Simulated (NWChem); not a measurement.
Species: C3H7FSi; SMILES C([SiH2]CF)=C

```xyz
12

C      0.3066    -2.6685    -0.4162
C      0.1999    -1.6598     0.4576
Si    -0.6189    -0.0256     0.0577
C      0.6741     1.3740     0.0759
F      0.0586     2.5856    -0.1678
H     -0.0957    -2.5981    -1.4334
H      0.7965    -3.6142    -0.1573
H      0.6220    -1.8058     1.4615
H     -1.6688     0.3120     1.0672
H     -1.2401    -0.1024    -1.2991
H      1.1912     1.4215     1.0517
H      1.4491     1.2000    -0.6924
```
Atoms are numbered in this order, from 1.

Program: NWChem. Pople sets run with spherical d functions. The geometry was optimised at PBE0/def2-SVP. No frequency run checked for a minimum. Level r2SCAN/6-31G*: energy and gradient on several grids; changes count from the extra-fine grid, which is no exact limit either.

Task: Which is the coarsest grid (xfine; medium; fine; coarse; xcoarse) from which on the energy stays within 500 μHa and each gradient component within 500 μHa/bohr of xfine?

Result: medium.
| grid | size of the energy change (μHa) | largest change of a gradient component (μHa/bohr) | time, medium = 1 (rough) |
|---|---|---|---|
| xcoarse | 8000 | 3000 | about 1 |
| coarse | 1000 | 500 | about 1 |
| medium | 200 | 80 | about 1 |
| fine | 40 | 50 | about 1 |
| xfine | < 10 | < 30 | 2 |
